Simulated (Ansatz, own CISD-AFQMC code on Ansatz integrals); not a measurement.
H3B2N, SMILES `B=BN` (charge 0, multiplicity 1).

Cartesian coordinates (Å):
```xyz
6

B      1.6722     0.1032     0.8705
B      0.1698     0.0107     0.8766
N     -1.1894    -0.0734     0.8820
H      2.8410     0.1754     0.8657
H     -1.7681     0.1858     0.0951
H     -1.7254    -0.4017     1.6734
```
Charge 0, multiplicity 1.

Frozen-core correlation energies in cc-pVDZ at a geometry from B3LYP-D3(BJ)/def2-TZVP, on an HF energy of -105.48073 Ha (<S^2> = 0.00, restricted and unstable towards unrestricted orbitals). Wave-function levels are from Ansatz, the walk from an own CISD-AFQMC code on Ansatz integrals (time step 0.005/Ha, trial state from CCSD amplitudes, largest double 0.11).

```
level     correlation energy (mHa)
--------  ------------------------
MP2                         -313.8
CCSD                        -350.6
CCSD(T)                     -362.1
CCSDT(Q)                    -364.3
```

Task: What correlation energy does phaseless AFQMC give, and where does it lie among these levels?

Result: -363.9 ± 0.4 mHa (one standard error). AFQMC minus each level: MP2 -50.2 mHa, CCSD -13.3 mHa, CCSD(T) -1.8 mHa, CCSDT(Q) +0.4 mHa.
